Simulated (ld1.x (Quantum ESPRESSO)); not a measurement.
## What one change does to a pseudopotential (nickel (Ni), RRKJ)

| Item | Value |
| --- | --- |
| Element | nickel (Ni) |
| Generator | ld1.x (Quantum ESPRESSO) 7.5 |
| Type | norm-conserving RRKJ (Kleinman–Bylander form) |
| Functional | LDA (PZ) |
| Relativity | fully relativistic |
| Frozen core | [Ar] |
| Valence charge | 10 |
| Reference configuration | 3d8 4s2 4p0 |
| Partial waves | 4p (bound, empty): rc 2.45 bohr; 3d (bound): rc 0.85 bohr; 4f channel at -0.1 Ry: rc 1.95 bohr; 4s (bound): rc 1.90 bohr |
| Local potential | the s channel |
| Core correction | a·sin(br)/r model core, default radius (core density twice the valence density) |
| rho0 | 0.005 |

Open shells are filled in proportion to 2j + 1 (rel_dist='average').

All-electron outer shells of the reference configuration (LDA (PZ), scalar-relativistic, ld1.x):

```tsv
shell	level (eV)	outermost node (bohr)	outermost maximum (bohr)
3s	-110.50	0.30	0.64
3p	-71.26	0.27	0.65
3d	-9.14	–	0.63
4s	-5.87	0.92	2.21
4p	-1.34	1.00	3.14
```

Change: functional PW91.

Cutoffs: the cutoffs (Ry, on a coarse ladder) from which the occupation-weighted sum of valence levels, in a spherical-Bessel basis at the reference potential, stays within 10 and 1 mRy of its value at 400 Ry; they do not see the model core or the augmentation charge, which bear on the density cutoff. Errors are all-electron minus pseudo energies relative to the spin-unpolarised reference configuration.

Problem. Predict the effect on cutoff, ghosts and configuration errors.

Solution. The potential gets neither clearly harder nor softer (230 Ry and 300 Ry → 230 Ry and 300 Ry); of the 7 tests that both files solve, the error grows in 1 and shrinks in 0 by more than 15 % and 0.3 meV (median size 83.1 → 84.2 meV); neither file shows a bound ghost.

| quantity | base | changed |
| --- | --- | --- |
| cutoff, loose | 230 Ry | 230 Ry |
| cutoff, tight | 300 Ry | 300 Ry |
| bound ghosts | none | none |
| error for 3d8 4s1 4p0, meV [ΔE 9.60 → 9.39 eV] | -7.9 | -8.7 |
| error for 3d8 4s0 4p0, meV [ΔE 27.26 → 26.80 eV] | -53 | -56 |
| error for 3d7 4s0 4p0, meV [ΔE 65.06 → 64.38 eV] | -444 | -449 |
| error for 3d7 4s2 4p1, meV [ΔE 10.65 → 10.58 eV] | -507 | -510 |
| error for 3d6 4s0 4p0, meV [ΔE 122.92 → 122.06 eV] | -2376 | -2382 |
| error for 3d8.5 4s1.5 4p0, meV [ΔE -1.20 → -1.19 eV] | -83 | -84 |
| error for 3d8 4s0 4p2, meV [ΔE 9.68 → 9.56 eV] | -13 | -15 |
| s: phases at 2.65 bohr within 0.05 rad from the reference energy up to (Ry; the scan ends near 5) | 2.7 | 2.7 |
| p1/2: phases at 2.65 bohr within 0.05 rad from the reference energy up to (Ry; the scan ends near 5) | to the end of the scan | to the end of the scan |
| p3/2: phases at 2.65 bohr within 0.05 rad from the reference energy up to (Ry; the scan ends near 5) | 4.7 | 4.6 |
| d3/2: phases at 2.65 bohr within 0.05 rad from the reference energy up to (Ry; the scan ends near 5) | 0.5 | 0.6 |
| d5/2: phases at 2.65 bohr within 0.05 rad from the reference energy up to (Ry; the scan ends near 5) | 0.5 | 0.6 |
| f5/2: phases at 2.65 bohr within 0.05 rad from the reference energy up to (Ry; the scan ends near 5) | to the end of the scan | to the end of the scan |
| f7/2: phases at 2.65 bohr within 0.05 rad from the reference energy up to (Ry; the scan ends near 5) | to the end of the scan | to the end of the scan |
